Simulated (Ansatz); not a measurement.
Total energies of CH7AlOSi (`O[CH]([AlH2])[SiH3]`).

```xyz
11

O     0.836    0.700   -1.433
C    -0.208    0.221   -0.570
Al   -0.204   -1.722   -0.278
Si   -0.048    1.143    1.066
H     1.178   -0.028   -1.958
H    -1.196    0.500   -0.977
H    -1.226   -2.436    0.700
H     0.893   -2.519   -1.112
H     0.085    2.608    0.854
H    -1.258    0.868    1.891
H     1.147    0.665    1.818
```

Total charge 0; spin multiplicity 1. Geometry: relaxed with PBE0-D4/def2-TZVP. It is one conformer, not always the lowest. Basis def2-TZVPP, Ansatz.

RPA on PBE orbitals: Hartree–Fock energy of these orbitals -647.62485 Eh, correlation -1.09986 Eh (frozen core).

```csv
functional,energy without D4 (Eh),D4 term (kJ/mol)
LDA (SPW92),-646.31279,–
BLYP,-649.44020,-47.1
r2SCAN,-649.36253,-5.2
B97M-V,-649.33269,–
B3LYP,-649.53610,-35.0
r2SCAN0,-649.33940,-6.2
HSE06 (plane-wave form),-649.09129,-17.2
BHLYP,-649.42008,-28.0
LC-ωPBE,-649.24263,–
ωB97M-V,-649.38731,–
```

(1) Give the same for PBE, revPBE, PBE0, r2SCANh, CAM-B3LYP, ωB97X-V, B2PLYP, PBE-QIDH. (Best estimate.)

B3LYP takes the VWN-RPA correlation (the form of Gaussian; ORCA's B3LYP/G). HSE06 is the plane-wave form, built on full-range PBE exchange. The double hybrids freeze the cores in their second-order part.

## Answers

(1) Computed: 
```json
{"functional": "PBE", "energy without D4 (Eh)": "-649.04857", "D4 term (kJ/mol)": "-21.6"}
{"functional": "revPBE", "energy without D4 (Eh)": "-649.32978", "D4 term (kJ/mol)": "-62.3"}
{"functional": "PBE0", "energy without D4 (Eh)": "-649.11035", "D4 term (kJ/mol)": "-18.3"}
{"functional": "r2SCANh", "energy without D4 (Eh)": "-649.35286", "D4 term (kJ/mol)": "-5.6"}
{"functional": "CAM-B3LYP", "energy without D4 (Eh)": "-649.44582", "D4 term (kJ/mol)": "-18.7"}
{"functional": "ωB97X-V", "energy without D4 (Eh)": "-649.36190", "D4 term (kJ/mol)": "–"}
{"functional": "B2PLYP", "energy without D4 (Eh)": "-649.15315", "D4 term (kJ/mol)": "–"}
{"functional": "PBE-QIDH", "energy without D4 (Eh)": "-648.92137", "D4 term (kJ/mol)": "–"}
```

LC-ωPBE has ω = 0.4 bohr⁻¹.
